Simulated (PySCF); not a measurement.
F₄Ge, charge +1, doublet (typed; the unrestricted solution is spin-contaminated), geometry from GFN2-xTB (a state made from the parent by changing its charge; the spin is typed, not shown lowest); HF/pcseg-1 in PySCF.

Here is a job for PySCF.
```python
from pyscf import gto, scf

mol = gto.Mole()
mol.atom = '''
F 
Ge 1 1.708283
F  2 1.708283 1 109.471221
F  2 1.708283 3 109.471220 1 -120.000000
F  2 1.708283 3 109.471221 4 -120.000000
'''
mol.basis = 'pcseg-1'
mol.charge = 1
mol.spin = 1
mol.verbose = 4
mol.build()

mf = scf.UHF(mol)
mf.kernel()
```

It wrote (shortened):

```
PySCF version 2.14.0

[INPUT] verbose = 4
[INPUT] num. atoms = 5
[INPUT] num. electrons = 67
[INPUT] charge = 1
[INPUT] spin (= nelec alpha-beta = 2S) = 1
[INPUT] symmetry False subgroup None
[INPUT] Mole.unit = angstrom
[INPUT] Symbol           X                Y                Z      unit          X                Y                Z       unit  Magmom
[INPUT]  1 F      0.000000000000   0.000000000000   0.000000000000 AA    0.000000000000   0.000000000000   0.000000000000 Bohr   0.0
[INPUT]  2 Ge     1.708283000000   0.000000000000   0.000000000000 AA    3.228187013250   0.000000000000   0.000000000000 Bohr   0.0
[INPUT]  3 F      2.277710676941   0.000000000000   1.610584654348 AA    4.304249370416   0.000000000000   3.043563897146 Bohr   0.0
[INPUT]  4 F      2.277710670447  -1.394807234218  -0.805292316859 AA    4.304249358145  -2.635803669234  -1.521781929079 Bohr   0.0
[INPUT]  5 F      2.277710656392   1.394807225611  -0.805292341704 AA    4.304249331585   2.635803652969  -1.521781976031 Bohr   0.0

nuclear repulsion = 449.04864488894
number of shells = 15
number of NR pGTOs = 182
number of NR cGTOs = 83
basis = pcseg-1
ecp = {}

******** <class 'pyscf.scf.uhf.UHF'> ********
method = UHF
initial guess = minao
damping factor = 0
level_shift factor = 0
DIIS = <class 'pyscf.scf.diis.CDIIS'>
diis_start_cycle = 1
diis_space = 8
diis_damp = 0
SCF conv_tol = 1e-09
SCF conv_tol_grad = None
SCF max_cycles = 50
direct_scf = True
direct_scf_tol = 1e-13
number electrons alpha = 34  beta = 33
Set gradient conv threshold to 3.16228e-05
init E= -2472.13740274699

cycle= 1 E= -2472.09563216235  delta_E= 0.0418  |g|= 0.505  |ddm|= 1.95
cycle= 2 E= -2472.1978047879  delta_E= -0.102  |g|= 0.229  |ddm|= 0.607
cycle= 3 E= -2472.22177968477  delta_E= -0.024  |g|= 0.113  |ddm|= 0.217
cycle= 4 E= -2472.23113624288  delta_E= -0.00936  |g|= 0.0544  |ddm|= 0.0899
cycle= 5 E= -2472.24127713875  delta_E= -0.0101  |g|= 0.0437  |ddm|= 0.139
cycle= 6 E= -2472.24783413425  delta_E= -0.00656  |g|= 0.0322  |ddm|= 0.118
cycle= 7 E= -2472.2518288004  delta_E= -0.00399  |g|= 0.0295  |ddm|= 0.0877
cycle= 8 E= -2472.25642200971  delta_E= -0.00459  |g|= 0.0241  |ddm|= 0.116
cycle= 9 E= -2472.26175327876  delta_E= -0.00533  |g|= 0.0141  |ddm|= 0.193
cycle= 10 E= -2472.26270336478  delta_E= -0.00095  |g|= 0.0104  |ddm|= 0.0543
cycle= 11 E= -2472.26357210715  delta_E= -0.000869  |g|= 0.0143  |ddm|= 0.166
cycle= 12 E= -2472.26380699567  delta_E= -0.000235  |g|= 0.00601  |ddm|= 0.0353
cycle= 13 E= -2472.26386999301  delta_E= -6.3e-05  |g|= 0.00261  |ddm|= 0.015
cycle= 14 E= -2472.26388505609  delta_E= -1.51e-05  |g|= 0.00123  |ddm|= 0.0135
cycle= 15 E= -2472.26388717273  delta_E= -2.12e-06  |g|= 0.000653  |ddm|= 0.00278
cycle= 16 E= -2472.26388786629  delta_E= -6.94e-07  |g|= 0.000183  |ddm|= 0.00294
cycle= 17 E= -2472.26388791794  delta_E= -5.16e-08  |g|= 6.96e-05  |ddm|= 0.000788
cycle= 18 E= -2472.26388792596  delta_E= -8.03e-09  |g|= 2.31e-05  |ddm|= 0.000231
cycle= 19 E= -2472.26388792711  delta_E= -1.15e-09  |g|= 9.37e-06  |ddm|= 0.000103
cycle= 20 E= -2472.26388792735  delta_E= -2.42e-10  |g|= 3.94e-06  |ddm|= 3.97e-05
Extra cycle  E= -2472.26388792737  delta_E= -1.91e-11  |g|= 2.9e-06  |ddm|= 4.89e-06
converged SCF energy = -2472.26388792737  <S^2> = 0.88376703  2S+1 = 2.1295699
```
